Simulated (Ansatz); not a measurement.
`[Cl][InH][I]`. Charge 0, multiplicity 1. In, I takes the def2 core potential. Geometry: relaxed with PBE0-D4/def2-TZVP.

```xyz
4

Cl   -1.480    0.558   -1.575
In   -0.136   -0.111    0.194
I     2.422    0.411   -0.186
H    -0.806   -0.858    1.566
```

Problem. What is the dipole moment at B3LYP/def2-TZVPP? (Estimate.)

Solution. Computed: 2.08 D, with components (-0.01, -0.90, 1.88) D in this frame, pointing from negative to positive charge.

Problem. And with PBE, r2SCAN, ωB97M-V? (Best estimate.)

Solution. Computed: PBE 1.98 D, r2SCAN 2.11 D, ωB97M-V 2.16 D.

Problem. Give the Mulliken charges with B3LYP, PBE, r2SCAN in def2-TZVPP. (Best estimate.)

Solution. Ansatz gave: 
```json
{"atom": "Cl1", "B3LYP": "-0.36", "PBE": "-0.34", "r2SCAN": "-0.37"}
{"atom": "In2", "B3LYP": "0.71", "PBE": "0.67", "r2SCAN": "0.72"}
{"atom": "I3", "B3LYP": "-0.26", "PBE": "-0.25", "r2SCAN": "-0.27"}
{"atom": "H4", "B3LYP": "-0.08", "PBE": "-0.07", "r2SCAN": "-0.07"}
```

B3LYP here is the variant with VWN-RPA as its local correlation; programs differ in this.
